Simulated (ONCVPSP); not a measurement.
Ranking ONCV potentials for nitrogen (N)

All share these settings but for the change named:

- Element: N (Z = 7)
- Generator: ONCVPSP 4.0.1
- Type: optimised norm-conserving Vanderbilt (ONCV)
- Functional: PBEsol
- Relativity: scalar-relativistic
- Frozen core: [He]
- Valence charge: 5
- Reference configuration: 2s1 2p4
- Partial waves: 2s: rc 1.10 bohr, ncon 4, nbas 8, qcut 6.4 1/bohr, local; 2p: rc 1.90 bohr, ncon 4, nbas 7, qcut 8.9 1/bohr, 2 projectors, debl 0.5 Ha
- Local potential: the s channel
- Core correction: Teter function, fcfact 5.25, rcfact 1.3

Cutoff: the first of the cutoffs (Ha) at which the residual kinetic energy of the hardest occupied pseudo-wave falls to 1 and 0.1 mHa per electron; the density cutoff is not measured.

The base gives 23 Ha.

Of 7 variants that were run, those that failed, showed a ghost or another fault, or gave nearly equal values are left out.

A variant can come out equal or close to the base.

(1) Rank these variants from softest to hardest (loose cutoff).
A. reference 2s2 2p3
B. all radii but the core radius scaled by about 1.11 (s 1.22, p 2.12 bohr)
C. s: qcut 9.9
D. s: ncon 5, nbas 9

Results:

(1) B (20 Ha), A (23 Ha), C (30 Ha), D (44 Ha).
